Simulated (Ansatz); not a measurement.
**Interaction energy ladder**

The pair of Ag⁺ (SMILES [Ag+], atom 1) and H2Te (SMILES [TeH2], atoms 2–4), both closed shells, in one local arrangement (a lower one may exist), relaxed at PBE0-D4/def2-TZVP:

```json
{"atom": "Ag1", "x (Å)": "-1.5124", "y (Å)": "-1.1969", "z (Å)": "-0.8884"}
{"atom": "Te2", "x (Å)": "0.2439", "y (Å)": "0.7497", "z (Å)": "-0.3471"}
{"atom": "H3", "x (Å)": "-0.1859", "y (Å)": "0.7861", "z (Å)": "1.2563"}
{"atom": "H4", "x (Å)": "1.4545", "y (Å)": "-0.3389", "z (Å)": "-0.0208"}
```

Program: Ansatz 0.2.0. Basis: def2-TZVPPD, with def2-QZVPPD for the basis limit. Cores are frozen in the correlated methods. Filled d shells of the heavier atoms are correlated. Core potentials replace the inner electrons of the atoms past krypton. The def2 sets are not built for correlating such inner shells, so the correlated values are less sure here. B3LYP uses VWN-RPA correlation. Extrapolation: Hartree–Fock as exp(−7.88 √X), correlation as X^−2.97. Interaction energies count from these two fragments, frozen as in the pair, with the counterpoise correction; negative means bound.

Task: What is the interaction energy by CCSD(T) at an estimated basis limit (MP2 extrapolated from triple and quadruple zeta, plus CCSD(T) − MP2 in triple zeta)? (To be estimated.)

Result: By the calculation: -45.04 kcal/mol. Hartree–Fock alone gives -24.56 kcal/mol at the basis limit. It counts from the two fragments frozen as in the pair.

The same quantity by other methods in triple zeta, and each one's difference from that estimate:
| method | E_int (kcal/mol) | difference |
| --- | --- | --- |
| PBE-D4 | -54.71 | -9.67 |
| revPBE-D4 | -50.52 | -5.48 |
| BLYP-D4 | -53.45 | -8.40 |
| r2SCAN-D4 | -51.80 | -6.76 |
| B97M-V | -48.99 | -3.95 |
| PBE0-D4 | -47.70 | -2.66 |
| B3LYP-D4 | -48.45 | -3.41 |
| HSE06-D4 | -47.75 | -2.71 |
| wB97X-V | -42.77 | 2.27 |
| wB97M-V | -42.58 | 2.46 |
| B2PLYP | -44.01 | 1.03 |
| HF | -24.12 | 20.92 |
| MP2 | -42.20 | 2.84 |
| CCSD | -36.97 | 8.07 |
| CCSD(T) | -39.18 | 5.87 |
Differences are method less estimate.

Task: Which atoms make the shortest contact between the fragments?

Result: Ag1 and Te2, 2.68 Å apart.

Basis-set superposition shift (counterpoise-corrected less uncorrected): CCSD(T) 2.09; MP2 2.04; HF 0.06; PBE0-D4 0.06; wB97M-V 0.10 kcal/mol.

No T1 diagnostic of these runs exceeds 0.014.

For scale, one of the runs: CCSD(T)/def2-TZVPPD, 149 basis functions, launched by `ansatz run in.yaml --threads 2 --pin off --events-out ev --progress --plain --max-ram 5222MiB`. The run took 65 s on 2 CPU threads (shared host), with 1.3 GiB of host memory at its peak.
